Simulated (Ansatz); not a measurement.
Isolated molecules relaxed with PBE0-D4/def2-TZVP in Ansatz; ΔE leaves out vibrations. CCSD(T)/CBS adds triple-zeta CCSD(T) − MP2 to the extrapolated MP2 energy (def2 sets, frozen cores). Functionals use def2-TZVPP. Elements past krypton have def2 core potentials. For In outer-core shells are correlated without core-valence functions, which leaves a few kJ/mol of doubt a bond. One conformer a species, not always the lowest.

Reaction (redistribution): `N[SiH2]OBF` + `B[SiH2][InH2]` → `N[SiH2][InH2]` + `B[SiH2]OBF`

`N[SiH2]OBF`:

```xyz
10

N     1.816    0.475    0.840
Si    0.285   -0.234    0.653
O    -0.461    0.215   -0.771
B    -1.630   -0.069   -1.355
F    -2.495   -0.895   -0.762
H     2.615    0.143    0.326
H     1.919    1.441    1.101
H    -0.575    0.227    1.765
H     0.459   -1.703    0.613
H    -1.933    0.400   -2.411
```

`B[SiH2][InH2]`:

```xyz
9

B    -0.692   -1.015    0.545
Si    0.902   -0.186    1.118
In   -0.235    0.781   -1.177
H    -1.753   -0.604    0.924
H    -0.645   -1.953   -0.200
H     2.264   -0.555    0.649
H     0.966    1.033    1.967
H    -1.631    0.456   -2.127
H     0.824    2.043   -1.699
```

`N[SiH2][InH2]`:

Z-matrix (Å, degrees):
```
Si
In 1 2.572
N 1 1.729 2 109.0
H 1 1.501 2 108.8 3 -126.2
H 1 1.491 2 111.6 3 118.5
H 2 1.735 1 120.6 3 20.5
H 2 1.730 1 122.7 3 -160.1
H 3 1.008 1 120.1 2 176.6
H 3 1.007 1 119.3 2 -40.9
```

`B[SiH2]OBF`:

Z-matrix (Å, degrees):
```
Si
O 1 1.663
B 1 2.000 2 113.1
H 1 1.493 2 109.1 3 -121.9
H 1 1.489 2 106.9 3 121.3
B 2 1.340 1 133.9 3 122.7
H 3 1.196 1 118.3 2 176.6
H 3 1.194 1 123.7 2 -3.9
F 6 1.325 2 118.4 1 179.6
H 6 1.199 2 123.2 1 -0.5
```

CCSD(T)/CBS gives +66.8 kJ/mol.

(1) Another level gave +50.7 kJ/mol. Which?
A. SCS-MP2/def2-TZVPP
B. CCSD/def2-TZVPP
C. PBE0/def2-TZVPP
D. ωB97X-V/def2-TZVPP

Largest T1 diagnostic among the species: 0.015.

Answers

(1) D. ωB97X-V 50.7, CCSD/def2-TZVPP 54.9, PBE0 68.7, SCS-MP2/def2-TZVPP 59.8 kJ/mol.

The D4 term adds +3.6 kJ/mol with B3LYP and +1.7 kJ/mol with PBE0; it sums over pairs of atoms, weighted by their polarisabilities, and B3LYP, whose exchange is more repulsive, gets the larger term. From PBE to PBE0 (25 % exact exchange), in def2-TZVPP and without D4, ΔE moves by −9.5 kJ/mol.

B3LYP here is the variant with VWN-RPA as its local correlation; programs differ in this.
